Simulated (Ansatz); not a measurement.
The same path of F3HOSi + H2S (9 atoms, charge 0, multiplicity 1) was run twice with different band settings. Lost on the way: Si1–O2, H6–S7. Made: Si1–S7, O2–H6.

Method: Ansatz 0.2.0, RHF/def2-SVP.

Relaxed end points:

```xyz
9
Properties=species:S:1:pos:R:3
Si -0.768 0.365 -0.955
O 0.125 1.392 -0.104
F 0.070 -0.912 -1.347
F -1.254 1.056 -2.295
F -2.055 -0.107 -0.180
H 1.516 -0.411 1.954
S 0.808 -1.529 2.127
H 0.170 2.313 -0.309
H 1.388 -2.167 1.108
```

```xyz
9
Properties=species:S:1:pos:R:3
Si -0.954 -0.586 -0.497
O 1.355 1.105 0.555
F 0.028 -0.196 -1.683
F -1.498 0.785 0.093
F -2.196 -1.311 -1.163
H 0.846 1.872 0.774
S -0.153 -1.899 0.916
H 1.754 1.291 -0.283
H 0.819 -1.060 1.286
```

Common settings: spring 5.0 eV/Å²; optimiser quadratic models (default); start path through a guess of the saddle point; force threshold 0.05 eV/Å; iteration limit 60; end points relaxed.

| run | movable images | climbing image |
| --- | --- | --- |
| 1 | 5 | yes |
| 2 | 2 | no |

Question: What does each run give, and how far can it be trusted?

Answer: Run 1: converged after 37 iterations, highest image 2.085 eV above the first end. Neighbouring images differ by up to 1.9 eV, so the band resolves the path poorly. A vibrational analysis at the climbing image gives one clearly imaginary mode, 1504i cm⁻¹: a first-order saddle point.
Run 2: converged after 16 iterations, highest image 0.778 eV above the first end. No image climbed, so the highest image needn't sit at the top of the path. A band with more images between the same ends climbed to 2.09 eV, so this one has probably stepped over the top. So few images can step over the top or miss a turn of the path.
The orbitals stay closed-shell, which can raise the energy where a bond breaks towards radicals; this wasn't checked here.
